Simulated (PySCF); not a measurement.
GaH2, SMILES [GaH2], multiplicity 2. Atoms are numbered in the order given.

```xyz
3

Ga     0.0000     0.0000     0.0485
H      0.0000    -1.3863    -0.7523
H      0.0000     1.3863    -0.7523
```
Charge 0, spin multiplicity 2.

Geometry optimised at B3LYP-D3(BJ)/def2-TZVPD. The spin state was assumed, not searched. The isomer is the one that the SMILES or the coordinates give; other isomers of the formula were not compared.

Level of theory: B3LYP/def2-TZVPD (PySCF).

Mulliken values depend strongly on the basis, most of all with diffuse functions as here. ESP charges are fitted to the potential on shells at 1.4 to 2.0 van der Waals radii. Atomic charges (e):

| atom | Mulliken | ESP fit | meta-Löwdin | Mulliken spin |
|---|---|---|---|---|
| Ga1 | 0.24 | 0.19 | 0.14 | 0.75 |
| H2 | -0.12 | -0.10 | -0.07 | 0.13 |
| H3 | -0.12 | -0.10 | -0.07 | 0.13 |
